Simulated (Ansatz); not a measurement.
Consider the redistribution: `[SiH3]B[SiH2]Cl` + `NC1O[SiH2]1` → `NB[SiH2]Cl` + `[SiH3]C1O[SiH2]1`.

Calculated with Ansatz (gas phase, PBE0-D4/def2-TZVP geometries, no zero-point term in ΔE). CBS: MP2 limit from def2 TZ/QZ plus the TZ coupled-cluster correction, frozen cores. DFT in def2-TZVPP. Each species was taken in one conformer, which may not be the lowest.

(1) Is it downhill or uphill in electronic energy at CCSD(T)/CBS, and by how much? (An estimate is asked.)

(2) What do these levels give: BLYP-D4, r2SCAN-D4, PBE0-D4, BHLYP-D4, CAM-B3LYP-D4, B2PLYP? (Estimate.)

(3) What do rigid-rotor, harmonic-oscillator terms from PBE0-D4/def2-TZVP frequencies (298.15 K, 1 bar) make of the CCSD(T)/CBS value? (Estimate.)

Largest T1 diagnostic among the species: 0.014.

## Answers

(1) Computed: Downhill: ΔE = -2.13 eV.

(2) The calculation gave: BLYP-D4 -2.08, r2SCAN-D4 -2.06, PBE0-D4 -2.04, BHLYP-D4 -2.14, CAM-B3LYP-D4 -2.14, B2PLYP -2.15 eV.

(3) Computed: ΔZPE = +0.06 eV, ΔH = -2.09 eV, ΔS = -16 J/(mol·K), ΔG = -2.04 eV. Modes under 50 cm⁻¹ make the entropy rough.

Leaving LDA and LC-ωPBE aside and taking each functional with its dispersion term where it has one, the values, not all of them listed here, spread over 0.18 eV, from ωB97M-V to revPBE-D4. LDA lies −0.05 eV from PBE without D4. In def2-TZVPP, CCSD(T) changes the Hartree–Fock value by −0.04 eV (the triples alone add −0.01 eV) and MP2 by −0.15 eV.
